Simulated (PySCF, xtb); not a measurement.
Si(Cl)(H)(SH)2 (ClH3S2Si), SMILES Cl[SiH](S)S. Other conformers were not sampled.

Harmonic wavenumbers (cm⁻¹) from GFN2-xTB run with xtb at its own minimum, in rising order: 98, 126, 144, 183, 186, 423, 528, 543, 596, 622, 714, 745, 2375, 2451, 2460.

### Question
What does PBE-D3(BJ)/def2-SVP (PySCF 2.14.0) give at its own minimum? (The exact figures need the calculation; the answer reports its results.)

### Answer
124, 150, 194, 208, 263, 435, 538, 556, 651, 701, 764, 838, 2195, 2606, 2612. Paired by order, the mean absolute difference is 67 cm⁻¹ and the zero-point energies are 17.4 and 18.3 kcal/mol.
